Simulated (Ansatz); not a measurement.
(KCl)4 cube (K4Cl4), relaxed as a singlet with RKS PBE-D4/def2-SVP in Ansatz, starting from the GFN2-xTB geometry. Force threshold 0.02 eV/Å.

Start:

```xyz
8

Cl    2.344   -0.510   -0.311
Cl   -1.195   -0.369   -2.084
Cl   -0.240    2.320    0.678
Cl   -0.913   -1.434    1.721
K     0.926    1.450   -1.736
K     0.244   -2.344   -0.683
K    -2.373    0.516    0.312
K     1.208    0.371    2.103
```

```csv
step,energy (eV),largest force component (eV/Å),SCF passes
1,-115335.0033,0.965,15
2,-115335.5044,0.102,16
3,-115335.5070,0.073,16
4,-115335.5124,0.003,16
```

Force components are those of the run's own axes.

End:

```xyz
8

Cl    2.574   -0.560   -0.344
Cl   -1.305   -0.401   -2.279
Cl   -0.264    2.539    0.736
Cl   -1.005   -1.577    1.886
K     0.955    1.499   -1.792
K     0.250   -2.413   -0.699
K    -2.446    0.532    0.326
K     1.240    0.381    2.165
```

By distances, no bond broke or formed. The bond that changes most is Cl1–K5, from 2.81 to 2.99 Å (atoms count from 1).

No frequencies were taken in this run, so the end may be a saddle point.

Run time 5.5 s (4 threads of INTEL XEON PLATINUM 8581C on a shared host).
